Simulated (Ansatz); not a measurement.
Worked example: vertical ionisation energy of C2H5FSi (SMILES F/C=C/[SiH3])

C2H5FSi has 9 atoms, charge 0, and is taken as a singlet. As SMILES, `F/C=C/[SiH3]`. The coordinates come from a PBE0-D4/def2-TZVP relaxation.

```tsv
atom	x (Å)	y (Å)	z (Å)
F	-1.2599	2.3609	0.5064
C	-0.5783	1.3550	-0.0480
C	-0.3367	0.2199	0.5849
Si	0.6141	-1.1450	-0.2289
H	-0.2642	1.5996	-1.0581
H	-0.7161	0.1181	1.5986
H	1.8437	-1.4656	0.5428
H	-0.2067	-2.3816	-0.3163
H	0.9925	-0.7076	-1.5985
```

Both states at this one shape; open shells run unrestricted unless said. 1 Eh = 27.2114 eV.

| level | program | singlet C2H5FSi (Eh) | doublet C2H5FSi+ (Eh) |
| --- | --- | --- | --- |
| B2PLYP/cc-pVDZ, 8 core orbitals frozen | Ansatz | -468.228713 | -467.861774 |
| CCSD(T)/cc-pVDZ, 8 core orbitals frozen | Ansatz | -467.605930 | -467.236059 |

Problem. Work out the vertical ionisation energy at each level.

Solution. 
1. B2PLYP/cc-pVDZ: -467.861774 − (-468.228713) = 0.366939 Eh = 9.98 eV.
2. CCSD(T)/cc-pVDZ: -467.236059 − (-467.605930) = 0.369871 Eh = 10.06 eV.

No measured value is set beside it here; the levels span 9.98 to 10.06 eV.
